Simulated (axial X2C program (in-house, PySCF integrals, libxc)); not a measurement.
## Which molecule has these constants?

Computed with an in-house all-electron X2C program for linear molecules (integrals from PySCF), spin-free (one-electron X2C) or two-component (2c: spin–orbit coupling with atomic mean-field Coulomb and Gaunt terms, which also bring small scalar terms), in Dyall basis sets with cores contracted in-house; open shells are unrestricted.

A two-component PBE0 calculation in a Dyall 3-zeta basis gave Re = 2.652 Å, ωe = 246.5 cm⁻¹, De = 1.70 eV, Ω = 1.

Question: Which molecule is it?
A. SiI⁻
B. CI⁻
C. GeI⁻

Answer: A. The others have GeI⁻ 2.738 Å and 163.7 cm⁻¹ (Ω = 1); CI⁻ 2.227 Å and 400.5 cm⁻¹ (Ω = 1).

Each entry is the lowest single determinant of a limited PBE0 search at one distance. De goes to single-determinant-based atoms at the same level (for ions the charge split of lowest energy) and is withheld (n/a) where an atom does not fit its ground term or J level. Main or longest-lived isotopes. One determinant is a doubtful description, or other states lie close, for SiI⁻, GeI⁻, CI⁻; these need not be ground states, and all values refer to the states named. Some open-shell Ω = 0 determinants are out of reach, so the Ω given for SiI⁻, GeI⁻, CI⁻ need not be the lowest component. With several unpaired electrons the Ω given is that of one determinant, not necessarily of the lowest component. Some light 2c atoms are not at their ground J level, so De misses part of their lowering (0.04 eV or less). The functionals have no current term, which raises determinants with orbital currents.
